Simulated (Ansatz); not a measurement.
Compare A (`OBCO`) with its isomer B (`CB(O)O`).

Gas-phase electronic energies from Ansatz, PBE0-D4/def2-TZVP geometries. CBS: MP2 limit from def2 TZ/QZ plus the TZ coupled-cluster correction, frozen cores. This one scheme is used for every species. Functionals use def2-TZVPP. B3LYP here is the variant with VWN-RPA as its local correlation; programs differ in this. Each species was taken in one conformer, which may not be the lowest.

A:

Z-matrix (Å, degrees):
```
C
B 1 1.561
O 1 1.413 2 115.9
H 1 1.102 2 108.3 3 123.7
H 1 1.102 2 108.3 3 -123.7
O 2 1.357 1 116.8 3 0.0
H 2 1.202 1 122.4 3 -180.0
H 3 0.961 1 107.7 2 -0.0
H 6 0.959 2 114.6 1 180.0
```

B:

```xyz
9

C     0.522    0.825    0.769
B    -0.130   -0.201   -0.218
O    -1.462   -0.071   -0.509
O     0.653   -1.200   -0.735
H     0.029    1.797    0.730
H     0.420    0.456    1.795
H     1.589    0.952    0.580
H    -1.826   -0.737   -1.097
H     0.205   -1.821   -1.314
```

Q: Which is lower in electronic energy at CCSD(T)/CBS, and by how much? (An estimate is asked.)

A: Computed: B, by 223.9 kJ/mol.

Q: Give E(B) − E(A) in kJ/mol with HF/def2-TZVPP, B3LYP-D4, r2SCAN-D4, B2PLYP, MP2/def2-TZVPP, PBE0-D4, BLYP-D4. (Best estimate.)

A: Ansatz gave: HF/def2-TZVPP -225.1, B3LYP-D4 -220.4, r2SCAN-D4 -225.9, B2PLYP -224.4, MP2/def2-TZVPP -230.9, PBE0-D4 -220.1, BLYP-D4 -216.7. None reverses the order clearly.

Q: Does the order hold for the free energy at 298.15 K (harmonic terms from PBE0-D4)? (An estimate is asked.)

A: The calculation gave: Yes: G(B) − G(A) = -223.8 kJ/mol, for one conformer each. Modes under 60 cm⁻¹, often nearly free rotors, make the harmonic entropy too high.

Largest T1 diagnostic: 0.012.

Leaving LDA and LC-ωPBE aside and taking each functional with its dispersion term where it has one, the values, not all of them listed here, spread over 16.3 kJ/mol, from B97M-V to revPBE-D4. LDA lies −3.2 kJ/mol from PBE without D4. At CCSD(T), def2-SVP lies −6.1 kJ/mol from the extrapolated value and def2-TZVPP −0.7 kJ/mol.
